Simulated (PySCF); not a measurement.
C₇H₁₀F (doublet state).
Geometry (GFN2-xTB, Å), atoms numbered from 1 in this order:
```xyz
18
C7H10F angstrom
C      2.090   -0.104   -0.299
C      0.608    0.060   -0.084
C     -0.273    0.866   -0.996
C     -1.222    0.871    0.153
F     -2.236    1.777    0.270
C     -1.636   -0.612    0.264
C     -0.233   -1.236    0.082
C      0.019    0.923    1.063
H      2.571    0.866   -0.394
H      2.534   -0.633    0.542
H      2.277   -0.674   -1.207
H     -0.399    0.921   -2.057
H     -2.335   -0.891   -0.523
H     -2.086   -0.832    1.231
H      0.088   -1.813    0.948
H     -0.170   -1.868   -0.802
H      0.458    1.914    1.123
H     -0.064    0.472    2.050
```

The hyperfine couplings belong to this conformer and change with its torsions.

Identity: `C[C@@]12[CH][C@@](F)(CC1)C2` [radical].

Computed, not measured: UKS B3LYP, pcH-1 on C F H, non-relativistic, mean-field spin-orbit, GIAO in PySCF. Geometry: GFN2-xTB; no solvent, vibrations or thermal averaging. A GFN2-xTB geometry isn't a minimum of the functional, and hyperfine couplings can be far from their values at a DFT geometry. Stability of the SCF solution: not tested.

Problem. Break the g tensor into its mass correction, gauge correction and orbital-Zeeman/spin–orbit terms.

Solution. 
| Δg (ppm) | 1 | 2 | 3 |
| --- | --- | --- | --- |
| relativistic mass correction | -150 | -150 | -150 |
| gauge correction | -2 | 25 | 39 |
| orbital Zeeman/spin–orbit | -106 | 398 | 442 |
| total | -258 | 274 | 332 |

So g = 2.00206, 2.00259, 2.00265 and g_iso = 2.00244; the tensor is close to axial: the two nearest values differ by 10 % of g3 − g1. 

Problem. How much does each term add to the isotropic shift?

Solution. The orbital-Zeeman/spin–orbit term 245, the mass correction -150 and the gauge correction 21 ppm, for a total of 116 ppm. The orbital-Zeeman/spin–orbit term is the largest in size. The mass correction is the same along every axis, so the anisotropy comes from the other two: their spans along these axes are 41 (gauge) and 548 ppm (orbital Zeeman/spin–orbit).

Problem. At 9.728 GHz, how far is the centre of the isotropic spectrum from where a free electron (g = 2.002319) resonates?

Solution. B = hν/(g μB) with μB/h = 13.99624 MHz/mT gives 347.12 mT for the free electron and 347.10 mT at g_iso, 0.02 mT lower.

Problem. What effective moment and Curie constant follow for a powder?

Solution. With the mean of g² = 4.0097 and S(S+1) = 0.75: μ_eff = √(⟨g²⟩S(S+1)) = 1.734 μB and χT = 0.12505·⟨g²⟩·S(S+1) = 0.376 cm³ K/mol (cgs; spin-Hamiltonian part alone).

Problem. In a frozen sample, at which fields do the three g values resonate at 9.5, 34, 94 and 263 GHz (hyperfine left aside), and which band first spreads them over more than twice a line width of 0.3 mT?

Solution. 
```json
{"band": "X", "GHz": "9.5", "B(g3) mT": "338.93", "B(g2) mT": "338.94", "B(g1) mT": "339.03", "spread mT": "0.10"}
{"band": "Q", "GHz": "34.0", "B(g3) mT": "1213.00", "B(g2) mT": "1213.04", "B(g1) mT": "1213.36", "spread mT": "0.36"}
{"band": "W", "GHz": "94.0", "B(g3) mT": "3353.60", "B(g2) mT": "3353.70", "B(g1) mT": "3354.59", "spread mT": "0.99"}
{"band": "J", "GHz": "263.0", "B(g3) mT": "9382.94", "B(g2) mT": "9383.21", "B(g1) mT": "9385.70", "spread mT": "2.76"}
```

The spread grows in proportion to the frequency. W band is the first where it exceeds 0.6 mT.

Largest spin populations (Mulliken): C3 (+1.02) and C2 (-0.07). C3 is the only atom above +0.15. The positive populations add up to 1.15 and the negative ones to -0.15, together 2S = 1. The angles at C3 add up to 352.6°, so it is slightly pyramidal.

The HOMO–LUMO gaps are 6.94 eV among the α and 6.28 eV among the β orbitals.

On one thread of an Arm Neoverse V1, shared host with 64 logical CPUs at a one-minute load of 33, this took 80 s of wall time (with the writing of density and orbital grids) and 0.97 GiB of memory at its peak.
